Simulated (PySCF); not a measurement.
PySCF input (M06-2X/def2-TZVPD):

```python
from pyscf import gto, scf, dft

mol = gto.M(
    atom='''
    Si    1.15349012    0.21857438    0.10867967
    O    -0.32156759   -0.53968370   -0.45879677
    C    -1.55845670   -0.11452884    0.01497228
    H     0.82581168    0.21750206    1.63622480
    H     0.70032836    1.70740655   -0.02840287
    H    -1.74260579    0.95022697   -0.20632379
    H    -1.64345985   -0.22696524    1.10891940
    H    -2.36565516   -0.70356896   -0.45139241
    ''',
    basis='def2-tzvpd',
    charge=-1,
    spin=0,
    verbose=4,
)

mf = dft.RKS(mol, xc='m062x').density_fit(auxbasis='def2-universal-jkfit')
mf.grids.level = 4
mf.conv_tol = 1e-9
mf.max_cycle = 100
mf.max_memory = 1500
mf.kernel()
if not mf.converged:
    mf = mf.newton()
    mf.kernel(mf.make_rdm1())
mf.analyze()
```

End of the output:

```
Extra cycle  E= -405.823841209785  delta_E= -3.41e-11  |g|= 4.88e-06  |ddm|= 0.00015
converged SCF energy = -405.823841209785
**** SCF Summaries ****
Total Energy =                        -405.823841209785314
Nuclear Repulsion Energy =             107.246109887313864
One-electron Energy =                 -779.378742964879166
Two-electron Energy =                  266.308791867779917
Two-electron Coulomb Energy =          303.218683230092836
DFT Exchange-Correlation Energy =      -36.909891362312905
HOMO-LUMO gap [eV] =                     4.796928183435491
**** MO energy ****
MO #1   energy= -66.7768798545155  occ= 2
MO #2   energy= -19.4175570656698  occ= 2
MO #3   energy= -10.4098065853595  occ= 2
MO #4   energy= -5.31251032772732  occ= 2
MO #5   energy= -3.62278267291519  occ= 2
MO #6   energy= -3.6216828350837   occ= 2
MO #7   energy= -3.6202478784561   occ= 2
MO #8   energy= -0.926015521713474 occ= 2
MO #9   energy= -0.589756743020615 occ= 2
MO #10  energy= -0.399173267812188 occ= 2
MO #11  energy= -0.343783599326858 occ= 2
MO #12  energy= -0.333097289880923 occ= 2
MO #13  energy= -0.282647879083456 occ= 2
MO #14  energy= -0.18398599140244  occ= 2
MO #15  energy= -0.181341892153764 occ= 2
MO #16  energy= -0.127001841636584 occ= 2
MO #17  energy= -0.0308254412315847 occ= 2
MO #18  energy= 0.145458419498986  occ= 0
MO #19  energy= 0.170665259244828  occ= 0
MO #20  energy= 0.190809596647983  occ= 0
MO #21  energy= 0.199745391179307  occ= 0
MO #22  energy= 0.206501739507041  occ= 0
MO #23  energy= 0.234936615680388  occ= 0
MO #24  energy= 0.239806891649942  occ= 0
MO #25  energy= 0.256433703681802  occ= 0
MO #26  energy= 0.265557389908741  occ= 0
MO #27  energy= 0.271260005072216  occ= 0
MO #28  energy= 0.274895173876478  occ= 0
MO #29  energy= 0.278908607908809  occ= 0
MO #30  energy= 0.302521103827422  occ= 0
MO #31  energy= 0.310235099729298  occ= 0
MO #32  energy= 0.327983744484143  occ= 0
MO #33  energy= 0.346346735393449  occ= 0
MO #34  energy= 0.350876806514729  occ= 0
MO #35  energy= 0.362741577757233  occ= 0
MO #36  energy= 0.371538710250091  occ= 0
MO #37  energy= 0.38021635672213   occ= 0
MO #38  energy= 0.390476199817989  occ= 0
MO #39  energy= 0.400855480872669  occ= 0
MO #40  energy= 0.413539281882184  occ= 0
MO #41  energy= 0.427417840653107  occ= 0
MO #42  energy= 0.441208794110889  occ= 0
MO #43  energy= 0.44158603568574   occ= 0
MO #44  energy= 0.456232742412288  occ= 0
MO #45  energy= 0.459262037581675  occ= 0
MO #46  energy= 0.467618916837153  occ= 0
MO #47  energy= 0.482409788952829  occ= 0
MO #48  energy= 0.48395575173029   occ= 0
MO #49  energy= 0.512669679838625  occ= 0
MO #50  energy= 0.514656893806802  occ= 0
MO #51  energy= 0.533136932405917  occ= 0
MO #52  energy= 0.541185160253104  occ= 0
MO #53  energy= 0.548822204582115  occ= 0
MO #54  energy= 0.571025984937473  occ= 0
MO #55  energy= 0.574327696171542  occ= 0
MO #56  energy= 0.599054218873782  occ= 0
MO #57  energy= 0.609273027535089  occ= 0
MO #58  energy= 0.616407075460725  occ= 0
MO #59  energy= 0.629546966622112  occ= 0
MO #60  energy= 0.648111190715549  occ= 0
MO #61  energy= 0.667954902943745  occ= 0
MO #62  energy= 0.696130115217787  occ= 0
MO #63  energy= 0.709370682718971  occ= 0
MO #64  energy= 0.718912942665407  occ= 0
MO #65  energy= 0.720491377847325  occ= 0
MO #66  energy= 0.730043927533714  occ= 0
MO #67  energy= 0.764312866598146  occ= 0
MO #68  energy= 0.781918555555331  occ= 0
MO #69  energy= 0.8132036705939    occ= 0
MO #70  energy= 0.838596207669248  occ= 0
MO #71  energy= 0.852035163746156  occ= 0
MO #72  energy= 0.870729417105255  occ= 0
MO #73  energy= 0.895965396913079  occ= 0
MO #74  energy= 0.908092422959273  occ= 0
MO #75  energy= 0.910283710639253  occ= 0
MO #76  energy= 0.942036061283807  occ= 0
MO #77  energy= 0.954529777087931  occ= 0
MO #78  energy= 0.985056124861686  occ= 0
MO #79  energy= 1.09015856230526   occ= 0
MO #80  energy= 1.11613749799524   occ= 0
MO #81  energy= 1.17405389482318   occ= 0
MO #82  energy= 1.19853169246361   occ= 0
MO #83  energy= 1.24771162969165   occ= 0
MO #84  energy= 1.25620777783819   occ= 0
MO #85  energy= 1.29422054571435   occ= 0
MO #86  energy= 1.32120569473312   occ= 0
MO #87  energy= 1.34028620457599   occ= 0
MO #88  energy= 1.34967277364942   occ= 0
MO #89  energy= 1.37185942109531   occ= 0
MO #90  energy= 1.38014039638967   occ= 0
MO #91  energy= 1.41145147678264   occ= 0
MO #92  energy= 1.41769307961115   occ= 0
MO #93  energy= 1.43266869323309   occ= 0
MO #94  energy= 1.45887471640482   occ= 0
MO #95  energy= 1.47092784862444   occ= 0
MO #96  energy= 1.54574316813599   occ= 0
MO #97  energy= 1.60435089966742   occ= 0
MO #98  energy= 1.63745231255238   occ= 0
MO #99  energy= 1.66427994280008   occ= 0
MO #100 energy= 1.75318752012753   occ= 0
MO #101 energy= 1.77184745125026   occ= 0
MO #102 energy= 1.82559586327226   occ= 0
MO #103 energy= 1.8877995724387    occ= 0
MO #104 energy= 1.93841355010592   occ= 0
MO #105 energy= 1.94503557662428   occ= 0
MO #106 energy= 1.99453907909987   occ= 0
MO #107 energy= 2.02582710640326   occ= 0
[...]
```

It need not be the lowest isomer of its formula. Whether it binds its extra electron was not tested at this geometry.
